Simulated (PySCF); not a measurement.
## Reading a saddle point

A first-order saddle point of GaNH₄, singlet, PBE0-D4/def2-TZVP, with one imaginary mode of 1332i cm⁻¹:

```
6
angstrom
Ga -0.4176 -0.6790 0.1525
H 1.3779 -0.1600 0.6458
N -0.2362 0.9206 -0.5357
H 0.9999 0.5437 0.1548
H -0.8148 -2.0846 0.6526
H -0.9092 1.4593 -1.0700
```

PySCF 2.14 with density fitting (its default auxiliary sets; JK sets also for MP2 and CCSD(T)); basis: def2-TZVPP and def2-QZVPP; cores frozen in the correlated methods. Filled d shells of the heavier atoms are correlated. The def2 sets are not built for correlating such inner shells, so the correlated values are less sure here. Extrapolation: Hartree–Fock as exp(−7.88 √X), correlation as X^−2.97.

Question: Which contacts change along the imaginary mode, and what lies on either side? (Judge from chemistry; the calculation decides.)

Answer: The calculation gives: The step is GaNH₄ ([NH2][GaH2]) → GaNH₂ ([NH][GaH]) + H₂, with the molecules in contact on both sides. Shortening one way: H2–H4; lengthening the same way: Ga1–H2, N3–H4.
```tsv
pair	one side (Å)	saddle (Å)	other side (Å)
H2–H4	3.13	0.94	0.75
Ga1–H2	1.56	1.93	3.10
N3–H4	1.01	1.47	2.75
```

Question: Which side is lower, and how far does the saddle lie above each? (Judge from chemistry; the value comes from the calculation.)

Answer: By the calculation: The side with Ga1–H2, N3–H4 short is lower by 243.9 kJ/mol; the saddle lies 320.6 kJ/mol above it and 76.7 kJ/mol above the other (CCSD(T) at an estimated basis limit (MP2 extrapolated from triple and quadruple zeta, plus CCSD(T) − MP2 in triple zeta); electronic energies).

No T1 diagnostic of these runs exceeds 0.025. The restricted Hartree–Fock reference is unstable towards an unrestricted one at one or more of these structures.

Labels in which every atom is bracketed show which atoms are joined, not bond orders.

For scale, one of the runs: CCSD(T)/def2-TZVPP, 135 basis functions, launched by `OMP_NUM_THREADS=4 python run.py`. Hardware: 4 CPU threads of an AMD EPYC, shared host. Wall time 2.4 min; peak host memory 0.81 GiB.
